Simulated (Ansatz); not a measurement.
Basis-set series for Cl₂F₂Sn, SMILES `[F][Sn]([F])([Cl])[Cl]`. The species carries charge 0 and has multiplicity 1. Sn takes the def2 core potential. All single points use the PBE0-D4/def2-TZVP geometry.

```csv
functional,basis,functions,energy (Eh),HOMO (eV),LUMO (eV)
PBE0-D4,def2-TZVPP,196,-1334.17749,-10.23,-3.27
PBE0-D4,def2-QZVPP,336,-1334.21963,-10.23,-3.29
ωB97M-V,def2-TZVPP,196,-1334.52630,-12.49,-1.14
ωB97M-V,def2-QZVPP,336,-1334.56629,-12.51,-1.23
```

**Question.** Give the rows for def2-SVP. (Best estimate.)

**Answer.** Computed: 
```json
{"functional": "PBE0-D4", "basis": "def2-SVP", "functions": "90", "energy (Eh)": "-1333.58260", "HOMO (eV)": "-10.08", "LUMO (eV)": "-3.15"}
{"functional": "ωB97M-V", "basis": "def2-SVP", "functions": "90", "energy (Eh)": "-1333.93042", "HOMO (eV)": "-12.29", "LUMO (eV)": "-0.93"}
```
